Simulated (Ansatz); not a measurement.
BCl3⁺, relaxed as a doublet with UKS PBE-D4/def2-TZVP in Ansatz, starting from the PBE-D4/def2-TZVP geometry of the neutral singlet. Force threshold 0.02 eV/Å.

Start:

```
atom   x (Å)   y (Å)   z (Å)
  B1   0.000   0.000   0.000
 Cl2   0.238   1.187   1.261
 Cl3   1.347  -0.500  -0.995
 Cl4  -1.585  -0.687  -0.266
```

Estimate the energy that the relaxation releases and the steps that it takes.

0.2 kcal/mol, in 6 steps; 13 s on 2 threads of Intel Xeon Platinum 8259CL on a shared host. The force fell under the threshold at step 3, but the optimiser went on. No frequencies were taken in this run, so the end may be a saddle point.

Does the start keep its bonding and symmetry?

By distances, no bond broke or formed. The bond that changes most is B1–Cl4, from 1.75 to 1.73 Å (atoms count from 1). Point group D3h at the start, D3h at the end, both within 0.05 Å.

Predict the relaxed structure.


```xyz
4

B    -0.0002    0.0008   -0.0007
Cl    0.2363    1.1764    1.2502
Cl    1.3354   -0.4962   -0.9864
Cl   -1.5715   -0.6810   -0.2630
```
Bond lengths: 3 × B–Cl 1.73 Å.
